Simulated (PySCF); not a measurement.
# Heteronuclear NMR

Geometry (Å), atoms numbered from 1 in this order:
```xyz
16

C    -2.006    0.942   -0.308
C    -0.564    0.979    0.067
C     0.268   -0.055    0.145
C     1.705    0.110    0.581
O     2.618   -0.330   -0.404
C    -0.105   -1.466   -0.176
Cl   -0.892   -2.237    1.248
H    -2.589    1.470    0.445
H    -2.158    1.455   -1.258
H    -2.385   -0.072   -0.387
H    -0.185    1.965    0.308
H     1.903    1.154    0.857
H     1.899   -0.525    1.451
H     2.509    0.215   -1.192
H    -0.814   -1.543   -0.999
H     0.787   -2.053   -0.391
```

Computed data (PySCF): NMR shieldings at PBE0/pcSseg-1/GIAO, structure optimised with GFN2-xTB. Non-relativistic Hamiltonian, in vacuum, rapidly exchanging positions averaged, one conformer.

Q: What are the 17O shifts?

A: 
```csv
atoms,environment,σ (ppm),δ (ppm)
O5,alcohol oxygen,286.5,5.7
```

Shieldings were converted by a linear fit to measured shifts: 17O (scatter 10.7 ppm rms, 12.2 ppm with the 3 outliers that the fit left out vs liquid water, solution or neat liquid). A few per cent of atoms miss by over 2 rms, more outside the fitted compound classes.

On a 300 MHz spectrometer 17O resonates near 40.7 MHz, so 1 ppm is 40.7 Hz.
